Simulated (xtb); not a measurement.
P2, charge +1, doublet, from a rough starting geometry (a state made from the parent by changing its charge; the spin is typed, not shown lowest); GFN2-xTB in xtb 6.7.1.

The xtb input:
```
$ xtb mol.xyz --gfn 2 --chrg 1 --uhf 1 --opt vtight --json

# file mol.xyz
2

P      0.96012643     0.02612381     0.01308567
P     -0.91807772    -0.01586786    -0.00688399
```

Problem. What does xtb print? Leave out banner, timings and long lists.

Solution. 
```
   ID    Z sym.   atoms
    1   15 P      1, 2

           -------------------------------------------------
          |                Calculation Setup                |
           -------------------------------------------------

           -------------------------------------------------
          |                 G F N 2 - x T B                 |
           -------------------------------------------------

          ...................................................
          :                      SETUP                      :
          :.................................................:
          :  # basis functions                  20          :
          :  # atomic orbitals                  18          :
          :  # shells                            6          :
          :  # electrons                         9          :
          :  max. iterations                   250          :
          :  Hamiltonian                  GFN2-xTB          :
          :  restarted?                      false          :
          :  GBSA solvation                  false          :
          :  PC potential                    false          :
          :  electronic temp.          300.0000000     K    :
          :  accuracy                    1.0000000          :
          :  -> integral cutoff          0.2500000E+02      :
          :  -> integral neglect         0.1000000E-07      :
          :  -> SCF convergence          0.1000000E-05 Eh   :
          :  -> wf. convergence          0.1000000E-03 e    :
          :  Broyden damping             0.4000000          :
          :  net charge                          1          :
          :  unpaired electrons                  1          :
          ...................................................

 iter      E             dE          RMSdq      gap      omega  full diag
   1     -4.5490516 -0.454905E+01  0.280E+01    3.13       0.0  T
   2     -4.5521333 -0.308174E-02  0.152E+01    3.04       1.0  T
   3     -4.5523041 -0.170828E-03  0.984E-01    3.07       1.0  T
   4     -4.5523832 -0.790754E-04  0.136E-01    3.12       1.0  T
   5     -4.5523839 -0.648699E-06  0.980E-02    3.11       1.0  T
   6     -4.5523842 -0.336560E-06  0.614E-03    3.12      11.5  T
   7     -4.5523842 -0.170273E-08  0.778E-05    3.12     909.1  T
   8     -4.5523842 -0.198064E-12  0.439E-05    3.12    1611.2  T

   *** convergence criteria satisfied after 8 iterations ***

         :::::::::::::::::::::::::::::::::::::::::::::::::::::
         ::                     SUMMARY                     ::
         :::::::::::::::::::::::::::::::::::::::::::::::::::::
         :: total energy              -4.500368501841 Eh    ::
         :: gradient norm              0.124552887329 Eh/a0 ::
         :: HOMO-LUMO gap              3.117163155721 eV    ::
         ::.................................................::
         :: SCC energy                -4.552384190580 Eh    ::
         :: -> isotropic ES            0.118926897851 Eh    ::
         :: -> anisotropic ES         -0.027426008549 Eh    ::
         :: -> anisotropic XC          0.003503100891 Eh    ::
         :: -> dispersion             -0.000970779542 Eh    ::
         :: repulsion energy           0.052015688739 Eh    ::
         :: add. restraining           0.000000000000 Eh    ::
         :: total charge               1.000000000000 e     ::
         :::::::::::::::::::::::::::::::::::::::::::::::::::::

      -----------------------------------------------------------
     |                   =====================                   |
     |                        A N C O P T                        |
     |                   =====================                   |
     |               Approximate Normal Coordinate               |
     |                Rational Function Optimizer                |
      -----------------------------------------------------------
      -----------------------------------------------------------
[...]
 * total energy  :    -4.5003685 Eh     change       -0.8260059E-13 Eh
 * total energy  :    -4.5051685 Eh     change       -0.4799951E-02 Eh
 * total energy  :    -4.5070652 Eh     change       -0.1896788E-02 Eh
 * total energy  :    -4.5072295 Eh     change       -0.1642878E-03 Eh
 * total energy  :    -4.5072370 Eh     change       -0.7474926E-05 Eh
 * total energy  :    -4.5072370 Eh     change       -0.1561056E-07 Eh
   *** GEOMETRY OPTIMIZATION CONVERGED AFTER 6 ITERATIONS ***
         :: total energy              -4.507237019912 Eh    ::
[...]
         :: -> anisotropic ES         -0.025584995870 Eh    ::
         :: -> anisotropic XC          0.003386013353 Eh    ::
         :: -> dispersion             -0.000970139137 Eh    ::
         :: repulsion energy           0.028269540968 Eh    ::
         :: add. restraining           0.000000000000 Eh    ::
         :: total charge               1.000000000448 e     ::
         :::::::::::::::::::::::::::::::::::::::::::::::::::::

           -------------------------------------------------
          |                Property Printout                |
           -------------------------------------------------

    * Orbital Energies and Occupations

         #    Occupation            Energy/Eh            Energy/eV
      -------------------------------------------------------------
         1        2.0000           -0.9023016             -24.5529
         2        2.0000           -0.8038668             -21.8743
         3        2.0000           -0.6391285             -17.3916
         4        1.5000           -0.6186768             -16.8351
         5        1.5000           -0.6186768             -16.8351 (HOMO)
         6                         -0.5209963             -14.1770 (LUMO)
         7                         -0.5209963             -14.1770
         8                         -0.3483098              -9.4780
         9                         -0.1991525              -5.4192
        10                         -0.1991525              -5.4192
        11                         -0.1507018              -4.1008
        12                         -0.1507018              -4.1008
        13                         -0.1287187              -3.5026
        14                         -0.1287187              -3.5026
        15                         -0.0722275              -1.9654
        16                          0.0422433               1.1495
       ...                                ...                  ...
        18                          1.0217418              27.8030
      -------------------------------------------------------------
                  HL-Gap            0.0976805 Eh            2.6580 eV
             Fermi-level           -0.5942567 Eh          -16.1705 eV

     #   Z          covCN         q      C6AA      α(0)
     1  15 P        0.981     0.500   163.319    23.752
     2  15 P        0.981     0.500   163.319    23.752

 Mol. C6AA /au·bohr⁶  :        653.274461
 Mol. C8AA /au·bohr⁸  :      36191.231869
 Mol. α(0) /au        :         47.503031

Wiberg/Mayer (AO) data.
largest (>0.10) Wiberg bond orders for each atom

 ---------------------------------------------------------------------------
     #   Z sym  total        # sym  WBO       # sym  WBO       # sym  WBO
 ---------------------------------------------------------------------------
     1  15 P    2.417 --     2 P    2.417
     2  15 P    2.417 --     1 P    2.417
 ---------------------------------------------------------------------------

Topologies differ in total number of bonds
Writing topology from bond orders to xtbtopo.mol

molecular dipole:
                 x           y           z       tot (Debye)
 q only:        0.040       0.010       0.006
   full:        0.040       0.010       0.006       0.105
molecular quadrupole (traceless):
                xx          xy          yy          xz          yz          zz
 q only:        3.462       0.117      -1.730       0.056       0.001      -1.732
  q+dip:        4.072       0.137      -2.035       0.065       0.002      -2.037
   full:        0.278       0.010      -0.139       0.005       0.000      -0.139

optimized geometry written to: xtbopt.xyz

           -------------------------------------------------
          | TOTAL ENERGY               -4.507237019912 Eh   |
          | GRADIENT NORM               0.000085332771 Eh/α |
          | HOMO-LUMO GAP               2.658022856724 eV   |
           -------------------------------------------------
```
